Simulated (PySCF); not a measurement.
## Assignment exercise: C7H7N3

Atoms are numbered as in `[CH2:1]=[CH:2][CH2:3][n:4]1[cH:5][cH:6][c:7]([C:8]#[N:9])[n:10]1`. Each H is labelled by its parent atom. Ha(C1) is cis to C3; Hb(C1) is trans to C3.

- NMR shieldings at PBE0/pcSseg-1/GIAO
- GFN2-xTB structure
- program: PySCF
- relativity neglected, in vacuum, one conformer, fast rotation and ring inversion assumed for equivalent nuclei

Chemical shifts δ = σref − σ; TMS for 13C (σ = 186.93 ppm) and 1H (σ = 31.72 ppm), all at this level.

Question: Assign these signals to the numbered atoms. 13C{1H} NMR (computed): δ 145.0 (CH), 133.6 (CH), 130.0 (C), 124.6 (CH2), 121.9 (CH), 119.4 (C), 60.0 (CH2).

Answer: 
145.0 → C2, alkene CH: an sp2 carbon of a C=C bond
133.6 → C5, aromatic CH next to a ring nitrogen
130.0 → C7, substituted aromatic carbon next to a ring nitrogen
124.6 → C1, terminal =CH2 carbon: an sp2 carbon of a C=C bond
121.9 → C6, aromatic CH
119.4 → C8, nitrile carbon: this is the usual window of a C≡N carbon, which has no attached hydrogen
60.0 → C3, allylic sp3 CH2 bonded to N: deshielded by the electronegative neighbour

Question: Assign these signals to the numbered atoms. 1H NMR (300 MHz, computed): δ 7.39 (m, 1H), 6.89 (m, 1H), 6.33 (m, 1H), 5.64 (m, 1H), 5.48 (m, 1H), 4.80 (d, 2H).

Answer: 
| δ (ppm) | atoms | environment | reason |
| --- | --- | --- | --- |
| 7.39 | H(C5) | hydrogen on an aromatic CH next to a ring nitrogen | aromatic region |
| 6.89 | H(C6) | hydrogen on an aromatic CH | it sits in the deshielding region of the aromatic ring current |
| 6.33 | H(C2) | hydrogen on an alkene CH | a vinylic proton, deshielded by the sp2 carbon and the C=C anisotropy |
| 5.64 | Ha(C1) | hydrogen on a terminal =CH2 carbon | a vinylic proton, deshielded by the sp2 carbon and the C=C anisotropy |
| 5.48 | Hb(C1) | hydrogen on a terminal =CH2 carbon | – |
| 4.80 | H(C3) | hydrogen on an allylic sp3 CH2 bonded to N | its carbon carries N, hence the downfield position |

Shifts are as computed. Against solution values, carbons near 30 ppm lie about +3 ppm off and those near 130 ppm about +5 ppm. Of 1211 compounds with measured shifts, 218 miss one by over three times the rms of a fit or turn the order of signals round; such compounds aren't used in these exercises. Multiplicities follow the n + 1 count of equivalent neighbours, as no J values were calculated; m marks all less simple cases, F and P coupling included.
